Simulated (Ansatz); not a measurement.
`C[N](C)[Ga]([Br])[Br]` + H₂O → `[OH][Ga]([Br])[Br]` + dimethylamine at 298.15 K and 1 bar (formal hydrolysis of a Ga–N bond).

Calculated with Ansatz (gas phase, PBE0-D4/def2-TZVP geometries, no zero-point term in ΔE). CCSD(T)/CBS is the MP2 limit (def2-TZVPP, def2-QZVPP) plus CCSD(T) − MP2 in def2-TZVPP, frozen cores. This one scheme is used for every species. For Br, Ga outer-core shells are correlated without core-valence functions, which leaves a few kJ/mol of doubt a bond. Scalar relativity is left out up to krypton. One conformer a species, not always the lowest.

```tsv
species	CCSD(T)/CBS energy (Eh)	H − E (kJ/mol)	S (J/(mol·K))
`C[N](C)[Ga]([Br])[Br]`	-7205.12527	248.3	419.4
H₂O	-76.37941	66.4	188.7
`[OH][Ga]([Br])[Br]`	-7146.50037	59.7	358.2
`CNC`	-135.00321	256.9	271.4
```

H − E and S are ideal-gas, rigid-rotor, harmonic terms from PBE0-D4/def2-TZVP, for one conformer and one mirror image of each species. 1 Eh = 2625.50 kJ/mol, R = 8.31446 J/(mol·K).

By hand: ΔE, ΔH, ΔS and ΔG.

ΔE = (-7146.50037) + (-135.00321) − (-7205.12527) − (-76.37941) = 0.00110 Eh = 2.9 kJ/mol. Δ(H − E) = 59.7 + 256.9 − 248.3 − 66.4 = 1.9, so ΔH = 4.8 kJ/mol. ΔS = 358.2 + 271.4 − 419.4 − 188.7 = 21.5 J/(mol·K). ΔG = 4.8 − 298.15 × (21.5)/1000 = -1.6 kJ/mol.

By hand: the equilibrium constant, and the temperature at which ΔG would vanish if ΔH and ΔS stayed fixed.

log₁₀ K = −ΔG/(RT ln 10) = 0.3. ΔG = 0 at ΔH/ΔS = 223 K, though so small a ΔH makes that figure unsure.

TΔS isn't small against ΔH here. The sign of ΔG lies within the doubt. A doubt of 5 kJ/mol in ΔE shifts log₁₀ K by 0.9 here. Other conformers and mirror images would add mixing entropy, several J/(mol·K) or more a flexible species. These are equilibria of isolated gas molecules and say nothing of rates. Largest T1 diagnostic: 0.011 (customary marks: 0.02 for closed shells, 0.045 for open ones).
